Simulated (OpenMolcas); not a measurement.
# N²⁺: RASPT2 settings compared

| Property | Result |
| --- | --- |
| Program | OpenMolcas |
| Basis | ANO-RCC-VTZP [4s3p2d1f] |
| Scalar Hamiltonian | DKH4, point nucleus |
| Active space | 3 electrons in 9 orbitals (RAS2 2s 2p; RAS3 3d, at most 2 electrons) |
| State averaging | 2S+1 = 2 odd, 11 roots; 2S+1 = 4 odd, 1 root kept (CI in the orbitals of an earlier block); 2S+1 = 2 even, 9 roots; 2S+1 = 4 even, 3 roots kept (CI in the orbitals of an earlier block) |
| Spin-orbit coupling | RASSI with atomic mean-field integrals over the reference wave functions, term energies averaged over their components |

Methods on the same reference wave functions:
A. RASSCF
B. SS-RASPT2, IPEA 0.5 Eh, sigma1 regulariser 0.2 Eh (closed shells correlated: 1s)
C. SS-RASPT2, IPEA 0.15 Eh, imaginary shift 0.15 Eh (closed shells correlated: none)
D. SS-RASPT2, IPEA 0.75 Eh, real shift 0.05 Eh (closed shells correlated: 1s)
E. MS-RASPT2, IPEA 0.15 Eh, imaginary shift 0.15 Eh (closed shells correlated: none)
F. MS-RASPT2, IPEA 0.75 Eh, real shift 0.05 Eh (closed shells correlated: 1s)

Energies in cm-1 above 2s2 2p 2P* 1/2, the measured ground level; measured values from Moore, Selected Tables of Atomic Spectra, NSRDS-NBS 3, section 5.

| Level | A | B | C | D | E | F | Measured |
| --- | --- | --- | --- | --- | --- | --- | --- |
| 2s2 2p 2P* 1/2 | 0.0 | 0.0 | 0.0 | 0.0 | 0.0 | 0.0 | 0.0 |
| 2s2 2p 2P* 3/2 | 156 | 156 | 156 | 156 | 157 | 157 | 174 |
| 2s 2p2 4P 1/2 | 56126 | 56150 | 56270 | 56170 | 56280 | 56180 |  |
| 2s 2p2 4P 3/2 | 56182 | 56200 | 56330 | 56230 | 56340 | 56230 | 57247 |
| 2s 2p2 4P 5/2 | 56274 | 56290 | 56420 | 56320 | 56430 | 56320 | 57328 |
| 2s 2p2 2D 3/2 | 103165 | 101400 | 101600 | 101430 | 101610 | 101440 | 101031 |
| 2s 2p2 2D 5/2 | 103166 | 101410 | 101600 | 101430 | 101610 | 101440 | 101024 |
| 2s 2p2 2S 1/2 | 137282 | 132370 | 132220 | 132590 | 132220 | 132600 | 131004 |
| 2s 2p2 2P 1/2 | 149540 | 147170 | 147790 | 147220 | 147800 | 147230 | 145876 |
| 2s 2p2 2P 3/2 | 149650 | 147280 | 147900 | 147330 | 147910 | 147340 | 145986 |
| 2p3 4S* 3/2 | 187218 | 186300 | 187170 | 186330 | 187180 | 186340 | 186797 |
| 2p3 2D* 3/2 | 205508 | 203420 | 203990 | 203460 | 203990 | 203470 | 203089 |
| 2p3 2D* 5/2 | 205509 | 203420 | 203990 | 203460 | 204000 | 203470 | 203075 |
| 2p3 2P* 1/2 | 237136 | 232230 | 232790 | 232310 | 232800 | 232330 | 230404 |
| 2p3 2P* 3/2 | 237143 | 232230 | 232800 | 232320 | 232810 | 232330 | 230409 |

Deviations, from unrounded energies. A percentage is the sum of absolute deviations over the sum of measured energies, with the sign that they share, or ± where signs differ.

| Against measurement | Levels | A | B | C | D | E | F |
| --- | --- | --- | --- | --- | --- | --- | --- |
| mean absolute deviation (cm-1) | 13 | 3000 | 890 | 1200 | 940 | 1200 | 940 |
| fine structure of the ground term (%) | 1 | -10.3 | -10.3 | -10.3 | -10.3 | -10.1 | -10.1 |
| other configurations (%) | 12 | ±2.2 | ±0.6 | ±0.8 | ±0.7 | ±0.8 | ±0.7 |

B, D, F lie about equally close to measurement and A furthest from it. The largest miss of B in the table is 2p3 2P* 3/2, by +1800 cm-1. The ranking rests on the paired levels alone, and a cruder setting can come out closer through cancelling errors.

Among B to F the level of the table that moves most is 2p3 4S* 3/2, by 880 cm-1 (lowest in B, highest in E). Moves below CASPT2's spread within the term are not significant.

The lowest spin-free term lies below A's lowest term by 0.018 hartree in B, 0.012 hartree in C, 0.018 hartree in D, 0.012 hartree in E, 0.018 hartree in F.

Term energies are means over components that CASPT2 splits; among the terms shown or strongly mixed into the levels shown the widest spread is 16 cm-1 (2p3 2D*, F). Terms from blocks run as CI alone lack orbitals of their own. Active for correlation alone: 3d; no level in the range computed is led by a configuration that fills it, so any true level of that kind is missing. Computed and measured levels are paired by configuration, term and J; levels that our copy of the source lacks, or whose pairing is in doubt (as where it misses far off the trend of its configuration), stay unpaired and out of the deviations. Only configurations of the active space appear.

* marks odd parity.
